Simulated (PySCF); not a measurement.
C7H7, multiplicity 2. Atoms are numbered in the order given.

```xyz
14

C      2.3510    -0.1671     0.1308
C      0.8472    -0.0550     0.0541
C      0.2149     1.2038    -0.0028
C     -1.1906     1.3153    -0.0890
C     -1.9068     0.1328    -0.1137
C     -1.3584    -1.1375    -0.0597
C      0.0469    -1.2182     0.0260
H      2.7712    -0.5898    -0.8063
H      2.8260     0.8195     0.2937
H      2.6669    -0.8379     0.9558
H      0.8284     2.1197     0.0215
H     -1.6729     2.3049    -0.1314
H     -1.9730    -2.0516    -0.0795
H      0.5282    -2.2095     0.0731
```
Charge 0, spin multiplicity 2.

Geometry: PBE-D3(BJ)/def2-SVP. The isomer is the one that the SMILES or the coordinates give; other isomers of the formula were not compared.

Level of theory: PBE-D3(BJ)/def2-SVP in PySCF.

No scaling factor is applied to the harmonic values.

A small imaginary wavenumber (i) marks a very flat motion, where grid noise or a shallow saddle decides the sign.

Computed harmonic wavenumbers and intensities:
```tsv
mode	ν (cm⁻¹)	IR (km/mol)	moving atoms (share of kinetic energy)
1	13i	0.3	H 96 %
2	218	0.4	C 77 %, H 23 %
3	337	0.2	C 65 %, H 35 %
4	388	0.0	C 70 %, H 30 %
5	451	17.5	C 70 %, H 30 %
6	517	2.7	C 90 %, H 10 %
7	591	0.2	C 93 %
8	667	0.2	C 75 %, H 25 %
9	755	34.9	H 73 %, C 27 %
10	767	4.4	C 82 %, H 18 %
11	780	0.1	H 79 %, C 21 %
12	913	0.3	H 75 %, C 25 %
13	935	0.0	H 70 %, C 30 %
14	958	1.0	C 59 %, H 41 %
15	966	1.0	C 61 %, H 39 %
16	1010	5.2	H 60 %, C 40 %
17	1030	8.4	C 55 %, H 45 %
18	1074	7.4	H 80 %, C 20 %
19	1132	0.8	H 89 %, C 11 %
20	1201	0.9	C 69 %, H 31 %
21	1246	0.3	H 78 %, C 22 %
22	1341	0.9	H 52 %, C 48 %
23	1343	1.6	C 55 %, H 45 %
24	1369	0.2	C 75 %, H 25 %
25	1406	6.9	H 96 %
26	1421	10.1	H 77 %, C 23 %
27	1439	10.2	C 71 %, H 29 %
28	1571	3.1	C 91 %, H 9 %
29	1603	0.7	C 95 %
30	2969	22.5	H 97 %
31	3043	9.4	H 91 %, C 9 %
32	3074	8.2	H 91 %, C 9 %
33	3092	7.5	H 92 %
34	3094	8.6	H 92 %
35	3112	11.1	H 91 %, C 9 %
36	3114	0.2	H 91 %, C 9 %
```
